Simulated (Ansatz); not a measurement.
A structure relaxed at r2SCAN-D4/def2-SVP in Ansatz, charge 1, doublet:

```xyz
5

Zr   -0.017    0.673   -0.953
Ag    0.427   -1.734   -1.947
Ag   -0.145    0.036    1.776
Ag    2.123    1.061    0.797
Ag   -2.388   -0.036    0.327
```

(1) Give its formula.

(2) Summarise the bond lengths by kind (pairs closer than 1.2 times the sum of covalent radii, bridged metal pairs left out).

Answers

(1) ZrAg4⁺.

(2) 4 × Ag–Zr 2.64 to 2.81 Å; 2 × Ag–Ag 2.67 Å.

In the def2 sets Ag, Zr take a core potential; there is no spin–orbit coupling. Another isomer (doublet) lies 0.23 eV lower at PBE0-D4/def2-TZVP; other spin states weren't run for this one.
